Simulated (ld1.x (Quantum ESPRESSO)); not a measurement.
## u(r) = r·R(r): atom against pseudo-atom (beryllium)

Columns: radius, all-electron u(r) and pseudo u(r) of the 1s shell (level -105.28 eV) of beryllium in the configuration 1s2 2s1.75 2p0.25; LDA (PZ), scalar-relativistic, PAW scheme, ld1.x (Quantum ESPRESSO) 7.5.

```
r (bohr)  all-electron  pseudo
   0.217        1.3516  0.9704
   0.435        1.2167  1.1687
   0.652        0.8504  0.8504
   0.870        0.5395  0.5395
   1.088        0.3267  0.3267
   1.305        0.1931  0.1931
   1.522        0.1123  0.1123
   1.740        0.0644  0.0644
   1.957        0.0367  0.0367
   2.175        0.0207  0.0207
   2.392        0.0117  0.0117
   2.610        0.0065  0.0065
   2.827        0.0036  0.0036
   3.045        0.0020  0.0020
   3.262        0.0011  0.0011
   3.480        0.0006  0.0006
   3.697        0.0003  0.0003
   3.915        0.0002  0.0002
   4.132        0.0001  0.0001
   4.350        0.0001  0.0001
   4.567        0.0000  0.0000
   4.785        0.0000  0.0000
   5.002        0.0000  0.0000
   5.220        0.0000  0.0000
   5.437        0.0000  0.0000
   5.655        0.0000  0.0000
```

(1) How many radial nodes do the two functions have?

(2) At about which radius was the pseudo-wave matched?

(3) Is the pseudo-wave norm-conserving?

Results:

(1) The all-electron 1s function has n − l − 1 = 0; the pseudo-wave has 0.

(2) 0.70 bohr, where the columns begin to agree (steps of 0.22 bohr).

(3) No, it belongs to a PAW set: the norm inside the radius is not constrained, and the difference is carried by the augmentation charge.
